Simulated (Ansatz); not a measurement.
Two members of one family ((BeF2)n off), computed with Ansatz in the gas phase. The two geometries come from different levels. HOMO and LUMO are taken over both spins. The structures are stationary points that may keep the symmetry of their start.

First: BeF2⁺ (doublet, charge 1, r2SCAN-D4/def2-TZVP geometry).

Cartesian coordinates in Å:
```
Be 0.002 0.000 0.002
F 0.441 -1.365 -0.167
F -0.442 1.365 0.165
```

```
                 level  HOMO (eV)  LUMO (eV)  gap (eV)
       PBE-D4/def2-SVP     -18.81     -18.59      0.22
      PBE0-D4/def2-SVP     -19.61     -17.64      1.98
     PBE0-D4/def2-TZVP     -19.37     -17.53      1.84
    BHLYP-D4/def2-TZVP     -19.71     -16.42      3.29
CAM-B3LYP-D4/def2-TZVP     -20.63     -16.74      3.89
```

Second: Be4F6⁺ (doublet, charge 1, r2SCAN-D4/def2-SVP geometry).

```xyz
10

Be    0.096   -0.721    1.188
Be    1.826    0.709   -0.537
Be   -0.984    0.943   -0.288
Be   -2.251   -1.654   -0.218
F     0.352    1.232   -0.945
F    -0.896   -1.771    0.737
F    -1.979   -0.100   -0.743
F     1.434   -0.436    0.535
F     3.073    1.142   -0.961
F    -0.672    0.658    1.233
```

Problem. Estimate how these quantities change from the first to the second (second minus first).

Solution. 
```
                 level  Δ HOMO (eV)  Δ LUMO (eV)  Δ gap (eV)
       PBE-D4/def2-SVP         9.81        11.01        1.20
      PBE0-D4/def2-SVP         9.69        10.93        1.24
     PBE0-D4/def2-TZVP         9.41        10.90        1.49
    BHLYP-D4/def2-TZVP         8.94        10.36        1.42
CAM-B3LYP-D4/def2-TZVP         9.49        10.79        1.30
```
